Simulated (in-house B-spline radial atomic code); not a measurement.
RPA and G0W0 on LDA exchange-only: In IX (In8+)

Configuration [Kr] 4d5, highest spin, mean-field start LDA exchange-only. Computed with a B-spline radial code for spherical atoms: all electrons, non-relativistic, point nucleus, each spin shell either full or empty, empty states to l = 9 with an (l + 1/2)⁻⁴ tail; G0W0 by contour deformation at full frequency.

Without relativity these are model numbers: it shifts the levels of so heavy an element strongly and can reorder them.

Command:
```bash
python run_gw.py task.json out
```
Settings (radii: box in bohr, nucleus in fm):
```
Z                        49
electrons                41
configuration            [Kr] 4d5
hamiltonian              nr
method                   lda,
lmax                     9
spin_polarised           True
box_radius               7.7
intervals                50
```

Run time, properties included: 4.5 s on 1 thread of Arm Neoverse N1, with other jobs on the host.

Energies (hartree):

```csv
term,value
mean-field total,-5713.99384
Hartree-Fock functional on these orbitals,-5721.52955
direct second order,-3.5101
second-order exchange,1.0004
SOSEX correction,0.94213
```

Task: What is the RPA correlation energy, and what remains with SOSEX?

Result: RPA gives -3.1528 hartree (-2.09 eV per electron); RPA + SOSEX gives -2.2107, and the second-order doubles -2.5097 hartree (no singles). SOSEX takes back 30 % of the RPA value.

Quasi-particle levels (eV):

```tsv
level	occupied	mean field	Σx - vxc	Σc	QP weight	G0W0
4d up	yes	-146.30	-13.36	?	?	?
4p down	yes	-201.20	-13.93	-0.39	0.957	-215.51
4d down	no	-140.12	11.47	-4.08	0.968	-132.74
```

G0W0 = mean field + (Σx - vxc) + Σc, with Σc (partial-wave tail included) taken at the quasi-particle energy. Only the outer levels were computed. Levels of low weight are left out.

Task: Where does G0W0 put 4d up?

Result: At -159.59 eV, with Σc = 0.07 eV and a quasi-particle weight of 0.967. The tabulated removal energy is 156 ± 2.2 eV (NIST, tabulated theory); the calculation leaves out relativity, Breit and QED terms, and what these don't explain is the method's own error.
